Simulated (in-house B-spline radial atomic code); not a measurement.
## RPA and G0W0 on B3LYP (VWN-RPA): N³⁺

Configuration [He] 2s2, mean-field start B3LYP (VWN-RPA). Computed with an all-electron radial atomic-structure program (B-spline basis): all electrons, non-relativistic, point nucleus, each spin shell either full or empty, empty states to l = 9 with an (l + 1/2)⁻⁴ tail; G0W0 by contour deformation at full frequency.

Command:
```bash
python run_gw.py task.json out
```
Settings (radii: box in bohr, nucleus in fm):
```
Z                        7
electrons                4
configuration            [He] 2s2
hamiltonian              nr
method                   b3lyp
lmax                     9
spin_polarised           False
box_radius               14.14
intervals                45
ion_configuration        [He] 2s1
```

Cost of the run: 1.5 s on 1 thread of Arm Neoverse N1, on a shared host.

Energies (hartree):

```json
{"term": "mean-field total", "value": "-51.19058"}
{"term": "Hartree-Fock functional on these orbitals", "value": "-51.08048"}
{"term": "direct second order", "value": "-0.29859"}
{"term": "second-order exchange", "value": "0.14635"}
{"term": "SOSEX correction", "value": "0.11268"}
```

(1) What is the RPA correlation energy, and what remains with SOSEX?

Quasi-particle levels (eV):

```json
{"level": "2s", "occupied": "yes", "mean field": "-69.82", "Σx - vxc": "-5.44", "Σc": "?", "QP weight": "?", "G0W0": "?"}
{"level": "2p", "occupied": "no", "mean field": "-55.36", "Σx - vxc": "9.11", "Σc": "-1.76", "QP weight": "0.958", "G0W0": "-48.01"}
```

G0W0 = mean field + (Σx - vxc) + Σc, with Σc (partial-wave tail included) taken at the quasi-particle energy. Levels of low weight are left out.

(2) Where does G0W0 put 2s?

(3) What does it cost to remove one electron (to [He] 2s1) by differences of total energies, each species on its own start (correlation terms add to the Hartree-Fock functional)?

Answers

(1) RPA gives -0.2301 hartree (-1.57 eV per electron); RPA + SOSEX gives -0.11741, and the second-order doubles -0.15224 hartree (no singles). SOSEX takes back 49 % of the RPA value.

(2) At -77.38 eV, with Σc = -2.12 eV and a quasi-particle weight of 0.945. The tabulated removal energy is 77.474 eV (NIST, measured).

(3) B3LYP (VWN-RPA) 76.55 eV, Hartree-Fock functional 74.97 eV, + RPA 77.49 eV, + RPA + SOSEX 76.83 eV, + second order 77.72 eV. Tabulated: 77.474 eV (NIST, measured).
